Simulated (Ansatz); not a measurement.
```xyz
9

O     1.698    0.916    0.334
Si    0.604   -0.105    1.017
Ge   -1.067   -0.345   -0.687
F    -0.316    0.705   -1.898
H     1.487    1.206   -0.558
H     0.035    0.478    2.259
H     1.229   -1.410    1.352
H    -1.214   -1.710   -1.380
H    -2.457    0.266   -0.439
```

The species carries charge 0 and has multiplicity 1.

Q: List the PBE/def2-TZVPP orbital energies in eV (the Gaussian-basis code of Ansatz). (Best estimate.)

A: Ansatz gave: Occupied: -10805.17, -1780.41, -1338.49, -1191.93, -1191.89, -1191.89, -659.22, -510.54, -163.11, -138.09, -114.63, -114.50, -114.49, -94.86, -94.81, -94.78, -30.80, -30.37, -30.35, -30.29, -30.26, -28.09, -25.26, -14.57, -13.67, -11.56, -10.31, -9.97, -9.76, -9.32, -8.97, -8.17, -7.43, -7.03. Lowest empty: -2.03, -0.56, -0.45, 0.26, 0.58, 1.17, 1.59, 2.87.
